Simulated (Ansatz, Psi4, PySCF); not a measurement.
C3H9BO, singlet, at a GFN2-xTB geometry, atoms displaced at random by about 0.08 Å a coordinate. Base run: PySCF with R2SCAN/6-31G, gradient.

Input for PySCF:
```python
from pyscf import gto, scf, dft

mol = gto.M(
    atom='''
B    -0.43701734    0.99560255    0.46976934
H    -1.40435700    1.24883981    1.18324945
O     0.42974564    1.81521509    0.39829463
H     1.21596190    1.79012474   -0.06959520
C    -0.28458983   -0.50127833   -0.37297923
C    -0.65149245   -1.62950817    0.66025876
C     0.83210660   -0.70197826   -1.38446401
H    -1.20456281   -0.49384660   -1.01409603
H    -0.39841394   -2.51562518   -0.03978675
H     0.23095598   -1.60872803    1.25870934
H    -1.49557146   -1.68523154    1.04834306
H     1.01367027    0.21908703   -1.74958765
H     0.79947648   -1.31130988   -1.73471566
H     1.75234438   -0.38187449   -0.47700710
''',
    basis='6-31g',
    verbose=3,
)

mf = dft.RKS(mol)
mf.xc = 'r2scan'
mf.kernel()
g = mf.nuc_grad_method()
grad = g.kernel()
```

Programs used: Ansatz (a quantum-chemistry and plane-wave program), Psi4, PySCF; a row that names a program was run with it.

The coordinate followed is x of atom 14.

The base run was repeated with changes; each row names its change, and settings that it needs were set with it.

```tsv
change	dE/dx (Eh/bohr)	net force (Eh/bohr)
base	0.019329	0.000377
conv_tol = 1e-6	0.019329	0.000377
finite difference step (bohr) = 0.2; conv_tol = 1e-11	0.018576	-
grids.level = 5; grid_response = on	0.019328	0.000000
grids.level = 1; grid_response = on	0.019396	0.000000
code = psi4	0.019327	0.001075
code = ansatz	0.019334	0.000000
conv_tol = 1e-11	0.019329	0.000377
conv_tol = 1e-4	0.019262	0.000374
density fitting = on; auxbasis_response = off	0.019306	0.001705
grids.level = 5; grid_response = off	0.019329	0.000070
finite difference step (bohr) = 0.01; conv_tol = 1e-11	0.019315	-
```

The net force is zero for an exact gradient.
